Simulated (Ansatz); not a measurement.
Cost and result up the ladder for the cluster Fe3S2 (5 atoms). Total charge 0; singlet. Geometry: B3LYP-D4/def2-SVP.

```xyz
5

Fe   -0.296    0.276   -1.048
Fe   -0.453    1.265    0.736
Fe    0.169   -0.680    0.879
S    -0.992   -1.701   -0.605
S     1.572    0.840    0.038
```

Ansatz on 4 threads of AMD EPYC 7B13 on a shared host. Times are rough, and most runs start from the orbitals of an earlier one. No level here is sound enough to serve as a yardstick. Binding counts from free atoms at the same level (Fe quintet, S triplet; other spins of the atoms weren't run), without zero-point energy or a counterpoise term.

B3LYP takes the VWN-RPA correlation. No other spin state of charge 0 was run. Another isomer (singlet) lies 0.31 eV lower at PBE0-D4/def2-TZVP; other spin states weren't run for this one.

Run but left out: HF/STO-3G, BHLYP-D4/def2-TZVP (restricted singlet, unstable in another Hartree–Fock run and untested here); MP2/def2-TZVP (restricted singlet, unstable towards broken spin symmetry).

| level | functions | wall time | binding energy per atom (eV) | remarks |
| --- | --- | --- | --- | --- |
| PBE-D4/def2-SVP | 129 | 2.1 s | 2.75 | restricted SCF unstable in HF |
| PBE-D4/def2-TZVP (with forces) | 209 | 4 s | 2.69 | restricted SCF unstable in HF |
| PBE0-D4/def2-SVP | 129 | 5.5 s | 0.98 | restricted SCF unstable in HF |
| r2SCAN-D4/def2-TZVP | 209 | 8 s | 2.08 | restricted SCF unstable in HF |
| B97M-V/def2-TZVP | 209 | 12 s | 1.75 | restricted SCF unstable in HF |
| B3LYP-D4/def2-TZVP | 209 | 18 s | 1.29 | restricted SCF unstable in HF |
| PBE0-D4/def2-TZVP | 209 | 24 s | 1.13 | restricted SCF unstable in HF |
